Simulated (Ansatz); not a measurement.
Relaxation of CH$_{6}$GeOSSi (11 atoms, charge 0, multiplicity 1), to a largest force component of 0.02 eV/Å in at most 50 steps.

The calculation used RKS B3LYP-D4/def2-SVP in Ansatz.

```xyz
11
Properties=species:S:1:pos:R:3
Si -0.984 -1.522 1.156
Ge 0.291 0.338 0.613
O 1.480 -0.201 -0.678
C 0.689 0.624 -1.265
S 1.334 2.230 -1.650
H -1.890 -1.124 2.289
H -1.843 -1.819 -0.010
H -0.138 -2.605 1.482
H 1.110 1.092 1.754
H -0.036 0.093 -1.968
H 0.052 2.837 -1.704
```

Where does it end, and by what steps?

The forces met the threshold. After 11 steps the energy has fallen by 0.610 eV; H11 moved furthest, 0.55 Å.

```csv
step,energy less start (eV),largest force component (eV/Å),accepted
0,0.0000,3.674,yes
1,-0.5006,1.408,yes
2,-0.5844,0.490,yes
3,-0.5979,0.115,yes
4,-0.6045,0.102,yes
5,-0.6037,0.143,no
6,-0.6077,0.066,yes
7,-0.6088,0.115,yes
8,-0.6097,0.080,yes
9,-0.6100,0.046,yes
10,-0.6103,0.032,yes
11,-0.6104,0.013,yes
```

```xyz
11
Properties=species:S:1:pos:R:3
Si -1.007 -1.633 1.261
Ge 0.157 0.363 0.668
O 1.297 -0.264 -0.746
C 0.546 0.768 -1.228
S 1.514 2.243 -1.672
H -1.989 -1.349 2.347
H -1.727 -2.096 0.042
H -0.047 -2.677 1.716
H 1.096 1.073 1.662
H -0.226 0.524 -1.978
H 0.452 2.992 -2.052
```

Whether the end is a true minimum wasn't checked by a vibrational analysis.

Time of the run: 58 s on 2 threads of Arm Neoverse V2, with other jobs on the host, peak memory 0.34 GiB.
